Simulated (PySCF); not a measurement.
Species: `CO[C@@](C)(C(=O)Cl)[C@H](C)F`. The columns A, B, C and D hold Mulliken, IAO, Hirshfeld and ESP-fitted charges (e) of one PBE0/pcSseg-1 density (PySCF), in a shuffled order. Coordinates in Å (GFN2-xTB); the density's dipole moment is (-1.35, -0.98, 2.54) D.

```csv
atom,x,y,z,A,B,C,D
C1,1.689,-1.367,-0.183,-0.216,-0.208,-0.053,-0.020
O2,1.144,-0.311,0.589,-0.351,-0.385,-0.127,-0.493
C3,0.198,0.518,-0.030,+0.307,+0.165,+0.070,-0.212
C4,-0.199,1.565,1.025,-0.562,-0.419,-0.120,-0.145
C5,0.771,1.329,-1.194,+0.379,+0.336,+0.175,+0.330
O6,0.170,1.761,-2.119,-0.377,-0.343,-0.190,-0.287
Cl7,2.470,1.713,-0.972,-0.120,-0.069,-0.029,-0.078
C8,-1.066,-0.227,-0.534,+0.408,+0.167,+0.061,+0.201
C9,-1.724,-1.076,0.542,-0.585,-0.440,-0.126,-0.228
F10,-0.721,-1.039,-1.600,-0.277,-0.330,-0.100,-0.335
H11,2.576,-1.691,0.358,+0.143,+0.161,+0.051,+0.124
H12,0.992,-2.205,-0.272,+0.117,+0.136,+0.034,+0.110
H13,1.974,-1.040,-1.186,+0.112,+0.133,+0.026,+0.110
H14,0.676,2.151,1.292,+0.164,+0.165,+0.042,+0.141
H15,-0.550,1.053,1.915,+0.173,+0.161,+0.052,+0.143
H16,-0.974,2.223,0.642,+0.170,+0.152,+0.050,+0.127
H17,-1.765,0.508,-0.950,+0.021,+0.150,+0.041,+0.119
H18,-0.974,-1.621,1.109,+0.175,+0.153,+0.042,+0.132
H19,-2.396,-1.787,0.068,+0.171,+0.163,+0.051,+0.137
H20,-2.297,-0.448,1.217,+0.147,+0.151,+0.051,+0.122
```

Which column most likely holds the ESP-fitted charges?

A. Σ q r misses the density's dipole by 0.06 D (A), 1.05 D (B), 1.42 D (C), 1.97 D (D). Charges fitted to the outside potential are the only set here that is tied to the molecule's multipoles.

And the Hirshfeld charges?

C. The mean sizes are 0.074 e (C), 0.180 e (D), 0.219 e (B), 0.249 e (A), and Hirshfeld charges are commonly the smallest of these schemes.

As computed, A = ESP-fitted, B = IAO, C = Hirshfeld, D = Mulliken. Hydrogens on carbon: ESP-fitted +0.02 to +0.18, IAO +0.13 to +0.17, Hirshfeld +0.03 to +0.05, Mulliken +0.11 to +0.14 e.

The Hirshfeld scheme weights the molecular density at each point by an atom's share of the summed free-atom densities. The Mulliken scheme gives each basis function's population to the atom it is centred on and halves the overlap population of two atoms between them.

Isolated species at its GFN2-xTB geometry (one conformer only).

The run behind these numbers computed NMR shieldings as well. The run took 61 s of wall time (with the writing of density and orbital grids) on one thread, Arm Neoverse V1 (aarch64) (shared host), and the process peaked at 0.99 GiB of memory.

Conformer computed: `[CH3:1][O:2][C@@:3]([CH3:4])([C:5](=[O:6])[Cl:7])[C@H:8]([CH3:9])[F:10]`: C1–O2–C3–C4 -179°, O2–C3–C5–O6 155°, O2–C3–C8–C9 53°.
